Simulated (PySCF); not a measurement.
CAM-B3LYP single point of singlet Sr2Te at its PBE0 minimum.

Input, equivalent to the run apart from its starting density:

```python
from pyscf import gto, scf, dft
mol = gto.M(atom='''
Te     0.000000     0.000000    -1.375503
Sr     1.839482    -0.000000     1.016354
Sr    -1.839482     0.000000     1.016354''',
    basis={'Te': 'def2-SVP', 'Sr': 'def2-SVP'},
    ecp={'Te': 'def2-SVP', 'Sr': 'def2-SVP'},
    charge=0, spin=0)
mf = dft.RKS(mol, xc='CAMB3LYP')
mf.grids.atom_grid = (75, 302)
aux = {'Te': 'def2-universal-JKFIT', 'Sr': 'def2-universal-JKFIT'}
mf = mf.density_fit(auxbasis=aux)
mf.conv_tol = 1e-08
mf.diis_space = 10
mf.max_cycle = 60
mf.verbose = 4
mf.kernel()
```

SCF log (excerpt):

```
init E= -329.414669797055
  HOMO = -0.161166600207999  LUMO = -0.0534631355384398  gap/eV = 2.93076
cycle= 1 E= -329.415454759053  delta_E= -0.000785  |g|= 0.0215  |ddm|= 0.194
  HOMO = -0.164126772767986  LUMO = -0.0556509927783191  gap/eV = 2.95178
cycle= 2 E= -329.41547734671  delta_E= -2.26e-05  |g|= 0.0237  |ddm|= 0.126
  HOMO = -0.163164352378976  LUMO = -0.0548590607320705  gap/eV = 2.94714
cycle= 3 E= -329.415714382046  delta_E= -0.000237  |g|= 0.00127  |ddm|= 0.0461
  HOMO = -0.163202246456169  LUMO = -0.0547895606430195  gap/eV = 2.95006
cycle= 4 E= -329.415717812879  delta_E= -3.43e-06  |g|= 0.000535  |ddm|= 0.0101
  HOMO = -0.163265011332662  LUMO = -0.0548186453125794  gap/eV = 2.95098
cycle= 5 E= -329.415718426975  delta_E= -6.14e-07  |g|= 0.000138  |ddm|= 0.00573
  HOMO = -0.163274424507926  LUMO = -0.0548199329003047  gap/eV = 2.95120
cycle= 6 E= -329.415718460344  delta_E= -3.34e-08  |g|= 5.72e-05  |ddm|= 0.000909
  HOMO = -0.163279156444788  LUMO = -0.0548210791897743  gap/eV = 2.95129
cycle= 7 E= -329.41571846763  delta_E= -7.29e-09  |g|= 1.62e-05  |ddm|= 0.000567
  HOMO = -0.163277250528205  LUMO = -0.0548209783633862  gap/eV = 2.95125
Extra cycle  E= -329.415718467991  delta_E= -3.61e-10  |g|= 1.3e-05  |ddm|= 7.42e-05
converged SCF energy = -329.415718467991
```

This run, together with those of the ionised and electron-attached species (not shown), took 5.9 s on 2 threads of a shared Arm Neoverse N1 host, with 72 basis functions; the process peaked at 0.68 GiB.
